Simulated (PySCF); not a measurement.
BrH3S3Ti, SMILES [SH][Ti]([Br])([SH])[SH], multiplicity 1. Geometry optimised at PBE0-D3(BJ)/def2-SVP. The spin state was assumed, not searched. The values are those of a single conformer.

Q: Give the equilibrium geometry at PBE0-D3(BJ)/def2-SVP (PySCF confirms it by a frequency run) as Cartesian coordinates in Å. (The exact figures need the calculation; the answer reports its results.)

A: One answer among several that fit: 
```xyz
8

Ti    -0.2918     0.1932    -0.0505
Br     1.6710    -1.0504     0.1657
S     -0.2967     2.0782     1.1616
H      0.0374     1.3396     2.2526
S     -0.6259     0.8718    -2.1700
H     -1.9608     0.7779    -1.9499
S     -2.1064    -0.9241     0.6956
H     -1.6802    -2.0206     0.0156
```
